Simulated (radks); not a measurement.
Polarisability of the argon ion Ar2+, [Ne] 3s2 3p4, at imaginary frequency. All-electron calculation, scalar-relativistic Kohn-Sham, LB94 model potential, spin-polarised, spherical densities, finite nucleus; open shells are filled with parallel spins first; Fermi nuclear charge, rms radius 3.4274 fm. Program: a radial shooting solver on a logarithmic mesh with Libxc functionals. Response by self-consistent Sternheimer equations with the Hartree and adiabatic LDA kernel, the relativistic mass of each level held fixed and spin-orbit coupling left out.

| w (hartree) | alpha1(iw) (bohr^3) |
|---|---|
| 0.00266 | 4.876 |
| 0.0143 | 4.875 |
| 0.0360 | 4.868 |
| 0.0697 | 4.848 |
| 0.118 | 4.797 |
| 0.186 | 4.687 |
| 0.280 | 4.468 |
| 0.413 | 4.075 |
| 0.605 | 3.446 |
| 0.892 | 2.591 |
| 1.35 | 1.661 |
| 2.12 | 0.8858 |
| 3.59 | 0.3887 |
| 6.94 | 0.1369 |
| 17.5 | 0.03221 |

Static values: alpha1 = 4.876 bohr^3 (0.7225 angstrom^3; uncoupled 7.868). C6 = 17.20, triple-dipole C9 = 61.78 atomic units. One-pole (London) frequency 4 C6 / (3 alpha1^2) = 0.965 hartree, against 1.517 for minus the highest occupied eigenvalue.
